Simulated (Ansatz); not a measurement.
Correlation energies of `BSCO` by basis set

```xyz
9

B    -1.519    0.821   -0.272
S     0.156    0.993   -0.761
C     0.932   -0.576   -0.213
O     1.708   -0.428    0.930
H    -1.895   -0.178    0.266
H    -2.246    1.738   -0.501
H     1.603   -0.891   -1.012
H     0.126   -1.306   -0.098
H     1.136   -0.174    1.660
```

The species carries charge 0 and has multiplicity 1. The geometry is a stationary point of PBE0-D4/def2-TZVP. It is one conformer, not always the lowest. Frozen core, restricted reference, the Gaussian-basis code of Ansatz. CBS rows extrapolate triple and quadruple zeta; past MP2 they add the triple-zeta difference.

| basis | HF (Eh) | MP2 corr. |
| --- | --- | --- |
| def2-SVP | -537.62017 | -0.54583 |
| def2-TZVPP | -537.92671 | -0.69416 |
| def2-QZVPP | -537.94461 | -0.74720 |

**Question.** Estimate the CCSD correlation energy and the (T) correction in each basis where they were run (hartree).

**Answer.** 
```json
{"basis": "def2-SVP", "CCSD corr.": "-0.59157", "(T)": "-0.01711"}
{"basis": "def2-TZVPP", "CCSD corr.": "-0.73388", "(T)": "-0.03061"}
{"basis": "CBS(def2)", "CCSD corr.": "-0.82622", "(T)": "as TZ"}
```
